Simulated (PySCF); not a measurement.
Coordinates in bohr (charge 0 multiplicity 1):
```
Rh    0.0000    0.0000   -1.1107
Br    4.0966    0.0000    0.4791
Br   -2.0483    3.5478    0.4791
Br   -2.0483   -3.5478    0.4791
```

Method: PBE/[Rh def2-SVP with ECP28, Br def2-SVP], scalar-relativistic core potentials, density fitting, no spin–orbit coupling, PySCF.

This geometry of RhBr₃ is a stationary point at this level.

Task: What is the point group?

Result: C3v.

Task: Is it a minimum?

Result: Yes: all harmonic wavenumbers are real, though the softest, 52 cm⁻¹, leaves little margin.

Task: List the harmonic modes with their infrared intensities.

Result: 
```
symmetry  ω (cm⁻¹)  IR (km/mol, summed over degenerate members)
       e        52                                          0.3
      a1        60                                          1.0
      a1       253                                          2.7
       e       301                                         29.1
```

Task: What are the dipole moment and the gap between the highest occupied and lowest empty levels?

Result: 0.71 D and 0.77 eV.

In C3v the vibrations span 2e + 2a1.

Only a few start shapes were tried, so a lower isomer may exist.
